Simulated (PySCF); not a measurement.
# Simulated characterisation data

PySCF 2.14.0 with density-fitted response routines calculation with σ from GIAO-PBE0/pcSseg-1 and structure optimised with GFN2-xTB; single conformer, equivalent nuclei averaged, in vacuum, non-relativistic.

References, each an isolated molecule treated in the same way: TMS for $^{1}$H (31.72 ppm) and $^{13}$C (186.93 ppm). Splittings of carbon signals by F and P are missing where no couplings were computed. Where no couplings were computed, multiplicities follow the n + 1 count of equivalent neighbours, and m marks all less simple cases (inequivalent or close neighbours, rings, F or P nearby). Shifts are as computed. Against solution values, carbons near 30 ppm lie about +3 ppm off and those near 130 ppm about +5 ppm. Of 1309 compounds with measured shifts, 239 miss one by over three times the rms of a fit or turn the order of signals round; such compounds aren't used in these exercises.

Compound 1 (C2H4F2Si). $^{1}$H NMR (500 MHz, computed): δ 6.48 (m, 1H), 4.20 (m, 3H). $^{13}$C{$^{1}$H} NMR (computed): δ 154.1, 152.4. Structure: `F/C=C(\F)[SiH3]`.

Compound 2 (C6H9ClOSi). $^{1}$H NMR (500 MHz, computed): δ 10.07 (d, 1H), 6.80 (m, 1H), 6.48 (m, 1H), 5.58 (m, 1H), 2.97 (m, 1H), 2.49 (m, 1H), 1.79 (m, 1H), 1.40 (m, 1H), 0.84 (m, 1H). $^{13}$C{$^{1}$H} NMR (computed): δ 198.6 (CH), 139.8 (CH), 132.2 (CH), 52.7 (CH), 25.4 (CH2), 18.7 (CH2). Structure: `InChI=1S/C6H9ClOSi/c7-9-4-2-1-3-6(9)5-8/h1,3,5-6,9H,2,4H2/t6-,9-/m0/s1`.
